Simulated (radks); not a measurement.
Species: the iridium ion Ir3+. Configuration: [Kr] 4d10 4f14 5s2 5p5.5 5d6 6s0.5 (fractional occupations, a model configuration).

Calculated with a radial shooting solver on a logarithmic mesh with Libxc functionals: Dirac Kohn-Sham, BLYP, spin-unpolarised, spherical densities, finite nucleus; open shells are shared between the two j in proportion to 2j + 1; Fermi nuclear charge, rms radius 5.4032 fm.

Energy parts (eV):
total: -485788.39
kinetic: 553296.41
electron-nucleus: -1216355.98
Hartree: 186760.26
exchange-correlation: -9489.07

Orbitals (lengths in bohr, moments of r in powers of bohr; r(max) is where P^2 peaks):
orbital	occ.	eigenvalue (eV)	<r^4>	r(max)	<r>
1s1/2	2	-76026.32	4.814e-07	0.01082	0.01744
2s1/2	2	-13319.78	0.00007085	0.06251	0.07297
2p1/2	2	-12765.09	0.00004231	0.04620	0.06017
2p3/2	4	-11137.08	0.00006391	0.05335	0.06848
3s1/2	2	-3141.897	0.002593	0.1759	0.1899
3p1/2	2	-2892.454	0.002270	0.1644	0.1801
3p3/2	4	-2536.010	0.003079	0.1790	0.1954
3d3/2	4	-2117.925	0.002061	0.1397	0.1705
3d5/2	6	-2040.883	0.002259	0.1437	0.1751
4s1/2	2	-697.6131	0.05938	0.3977	0.4233
4p1/2	2	-592.2165	0.06395	0.3964	0.4266
4p3/2	4	-507.8689	0.08636	0.4268	0.4604
4d3/2	4	-334.7316	0.1062	0.4210	0.4718
4d5/2	6	-319.0725	0.1165	0.4305	0.4831
5s1/2	2	-132.0889	1.636	0.8896	0.9730
4f5/2	6	-98.7967	0.2509	0.3924	0.5302
5p1/2	1.83333	-98.6530	2.350	0.9434	1.054
4f7/2	8	-95.6690	0.2664	0.3971	0.5378
5p3/2	3.66667	-84.6636	3.309	1.023	1.147
5d3/2	2.4	-39.5859	11.20	1.240	1.498
5d5/2	3.6	-38.0691	12.56	1.275	1.541
6s1/2	0.5	-32.4720	56.66	2.148	2.373
6p1/2	0	-24.9054	101.6	2.463	2.739
6p3/2	0	-22.9794	133.1	2.665	2.939
6d3/2	0	-13.8122	489.9	3.731	4.055
6d5/2	0	-13.5828	522.4	3.800	4.121

The highest occupied level is 6s1/2 at -32.472 eV. The electron density at the nucleus is 1.821e+06 e/bohr^3. The density falls to 0.001 e/bohr^3 at r = 3.53 bohr. Summed over all electrons, <r^2> = 39.16 bohr^2, which gives a Langevin (diamagnetic) susceptibility term of -31 x 10^-6 cm^3/mol.
